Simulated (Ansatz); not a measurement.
Reaction (ligand exchange at the Al–F bond): `[NH2][Al]([F])[F]` + `N[SiH3]` → `[NH2][Al]([F])[NH][SiH3]` + H–F

Program: Ansatz. Geometries: PBE0-D4/def2-TZVP. ΔE: electronic, gas phase. CBS: MP2 limit from def2 TZ/QZ plus the TZ coupled-cluster correction, frozen cores. This one scheme is used for every species. DFT in def2-TZVPP. B3LYP here is the variant with VWN-RPA as its local correlation; programs differ in this. Each species was taken in one conformer, which may not be the lowest.

```
         level  ΔE (kJ/mol)  difference from CCSD(T)/CBS
        PBE-D4         78.4                         -0.1
       PBE0-D4         77.1                         -1.4
      B3LYP-D4         82.8                          4.3
       ωB97X-V         83.3                          4.8
        r2SCAN         85.4                          6.9
 HF/def2-TZVPP         94.2                         15.7
MP2/def2-TZVPP         78.4                         -0.1
 HF/def2-QZVPP         95.8                         17.3
 MP2/CBS(def2)         78.6                          0.1
CCSD/CBS(def2)         81.2                          2.7
   CCSD(T)/CBS         78.5                            0
```

Largest T1 diagnostic among the species: 0.012.

In def2-TZVPP, CCSD(T) changes the Hartree–Fock value by −15.9 kJ/mol (the triples alone add −2.7 kJ/mol) and MP2 by −15.8 kJ/mol. The D4 term adds −9.3 kJ/mol with B3LYP and −5.4 kJ/mol with PBE0; it sums over pairs of atoms, weighted by their polarisabilities, and B3LYP, whose exchange is more repulsive, gets the larger term.
